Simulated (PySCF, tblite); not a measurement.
Isomers of C5H10F3PSi, one GFN2-xTB conformer each. Single-point energies are computed at PBE0/pcSseg-1 (PySCF, gas phase, no added dispersion term), electronic only.

| SMILES | GFN2-xTB relative energy (kcal/mol) |
| --- | --- |
| C/C([SiH3])=P\CCC(F)(F)F | 57.7 |
| FC(F)[C@@H]1CCC[Si@]1(F)P | 0.0 |

Conformers: `[CH3:1]/[C:2]([SiH3:3])=[P:4]\[CH2:5][CH2:6][C:7]([F:8])([F:9])[F:10]` with C2–P4–C5–C6 -179°, P4–C5–C6–C7 180°; `[F:1][CH:2]([F:3])[C@@H:4]1[CH2:5][CH2:6][CH2:7][Si@:8]1([F:9])[PH2:10]` with F1–C2–C4–C5 -54°, C7–Si8–P10–H 60° and -33°, C2–C4–C5–C6 -160°, C4–C5–C6–C7 52°, C5–C6–C7–Si8 -38°, C6–C7–Si8–F9 -95°.

Q: What does PBE0/pcSseg-1 give for the same structures?

A: 
```tsv
SMILES	PBE0/pcSseg-1 E (Eh)	PBE0/pcSseg-1 (kcal/mol)	GFN2-xTB (kcal/mol)	point group
FC(F)[C@@H]1CCC[Si@]1(F)P	-1126.17308	0.0	0.0	C1
C/C([SiH3])=P\CCC(F)(F)F	-1126.07243	63.2	57.7	near Cs
```

Both levels put the same isomer lowest. As drawn, the lower has an Si–F bond, which the higher lacks.

Q: Which frontier levels, dipoles and rotational constants go with these structures?

A: 
```tsv
SMILES	HOMO (eV, PBE0/pcSseg-1)	LUMO (eV)	dipole (D)	A, B, C (MHz)
FC(F)[C@@H]1CCC[Si@]1(F)P	-7.74	0.06	2.16	1092, 863.1, 610.7
C/C([SiH3])=P\CCC(F)(F)F	-7.33	-1.92	1.77	2760, 322.1, 306.4
```

Q: What happens when harmonic zero-point energies from GFN2-xTB frequencies are added?

A: 
| SMILES | ZPE (kcal/mol) | electronic (kcal/mol) | with ZPE (kcal/mol) |
| --- | --- | --- | --- |
| FC(F)[C@@H]1CCC[Si@]1(F)P | 90.3 | 0.0 | 0.0 |
| C/C([SiH3])=P\CCC(F)(F)F | 85.3 | 63.2 | 58.1 |

The zero-point energies span 5.0 kcal/mol. The order is unchanged.
